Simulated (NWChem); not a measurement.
Molecule: vinylidene fluoride (C$_{2}$H$_{2}$F$_{2}$); SMILES C=C(F)F

Program: NWChem. Pople sets run with spherical d functions. B3LYP is NWChem's, with the RPA form of VWN correlation. Each level has its own optimisation; frequencies are unscaled.

```
level                                 r C–C (Å)  r C–H (Å)  r C–F (Å)  highest harmonic frequency (cm⁻¹)  lowest (cm⁻¹)  zero-point energy (kcal/mol)  dipole (D)
------------------------------------  ---------  ---------  ---------  ---------------------------------  -------------  ----------------------------  ----------
BLYP/def2-SVP                               [?]      1.096      1.334                                [?]            428                          22.2         [?]
LDA (Slater exchange, VWN5)/def2-SVP      1.328      1.098      1.308                               3244            426                          22.6        0.85
B3LYP/6-31G*                              1.323      1.081      1.326                               3321            438                          23.2        1.04
```

Q: What belongs in the gaps?

A: 
- BLYP/def2-SVP, r C–C (Å): 1.338
- BLYP/def2-SVP, highest harmonic frequency (cm⁻¹): 3221
- BLYP/def2-SVP, dipole (D): 0.96
